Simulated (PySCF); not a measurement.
**Nuclear quadrupole coupling in `C[C@@H]1CO[P@](=O)(OC2CC2)O1`**

Compound: C6H11O4P.
Geometry (GFN2-xTB, Å), atoms numbered from 1 in this order:
```
atom  x, y, z in Å
C1    -2.0627    1.3900   -0.0866
C2    -2.4184   -0.0801   -0.2526
C3    -2.2493   -0.8586    1.0732
O4    -0.9830   -1.4746    1.0350
P5    -0.2803   -1.3356   -0.4144
O6     0.3239   -2.5254   -0.9852
O7     0.7325   -0.1055   -0.2366
C8     2.1044   -0.3128   -0.4737
C9     3.0642    0.1967    0.5515
C10    2.9241    0.8982   -0.7714
O11   -1.5457   -0.7080   -1.1729
H12   -2.7820    1.8780    0.5662
H13   -2.0721    1.8799   -1.0568
H14   -1.0650    1.4766    0.3366
H15   -3.4316   -0.1907   -0.6521
H16   -2.2930   -0.1877    1.9345
H17   -3.0118   -1.6371    1.1776
H18    2.3006   -1.2474   -0.9823
H19    2.6477    0.6814    1.4205
H20    3.9548   -0.3787    0.7474
H21    2.4137    1.8483   -0.7804
H22    3.7186    0.8126   -1.4957
```

Field gradients from the PBE0/pcSseg-1 density (PySCF, non-relativistic), principal values in atomic units, ordered |Vxx| ≤ |Vyy| ≤ |Vzz|:

```json
{"atom": "O4", "Vxx": "-0.1899", "Vyy": "-1.5346", "Vzz": "1.7245"}
{"atom": "O6", "Vxx": "-0.2658", "Vyy": "-0.5169", "Vzz": "0.7827"}
{"atom": "O7", "Vxx": "-0.2770", "Vyy": "-1.4277", "Vzz": "1.7047"}
{"atom": "O11", "Vxx": "-0.1583", "Vyy": "-1.4744", "Vzz": "1.6327"}
```

Q: Find the asymmetry η = (Vxx − Vyy)/Vzz and the couplings χ = eQV/h (234.96 MHz × Q in barn × V in au), with Q(17O) = −0.0256 b.

A: 
```json
{"atom": "O4", "environment": "oxygen bonded to C and P", "nucleus": "17O", "η": "0.78", "χzz (MHz)": "-10.37", "χxx (MHz)": "1.14", "χyy (MHz)": "9.23"}
{"atom": "O6", "environment": "phosphoryl oxygen", "nucleus": "17O", "η": "0.32", "χzz (MHz)": "-4.708", "χxx (MHz)": "1.599", "χyy (MHz)": "3.109"}
{"atom": "O7", "environment": "oxygen bonded to C and P", "nucleus": "17O", "η": "0.67", "χzz (MHz)": "-10.25", "χxx (MHz)": "1.67", "χyy (MHz)": "8.59"}
{"atom": "O11", "environment": "oxygen bonded to C and P", "nucleus": "17O", "η": "0.81", "χzz (MHz)": "-9.82", "χxx (MHz)": "0.95", "χyy (MHz)": "8.87"}
```

The tensor is traceless: Vxx + Vyy + Vzz = 0.

Q: What is Vzz at O4 in SI units (1 au = 9.71736 × 10²¹ V/m²)?

A: 1.7245 au = 16.758 × 10²¹ V/m².

Q: And the gradient at the other heavy atoms, for which no coupling is worked out here?

A: 
```csv
atom,environment,Vzz (au),η
C1,methyl carbon,0.079,0.46
C2,sp3 carbon bound to oxygen,0.440,0.21
C3,sp3 carbon bound to oxygen,0.437,0.24
P5,phosphoryl phosphorus,-0.853,0.34
C8,sp3 carbon bound to oxygen,0.510,0.35
C9,three-membered-ring carbon,0.192,0.16
C10,three-membered-ring carbon,0.191,0.14
```

Were the hydrogens deuterons (Q(2H) = 0.00286 b), χzz would run from 193 kHz (H15 and H17) to 224 kHz (H20, H21, H19 and H22).

One conformer (not necessarily the lowest) at the GFN2-xTB geometry, without solvent, vibrations or thermal averaging. GFN2-xTB bond lengths can be off by several hundredths of an ångström, more for odd bonds, and the gradients follow them. The basis is small and wasn't made for field gradients, so the couplings can be 20 % off.
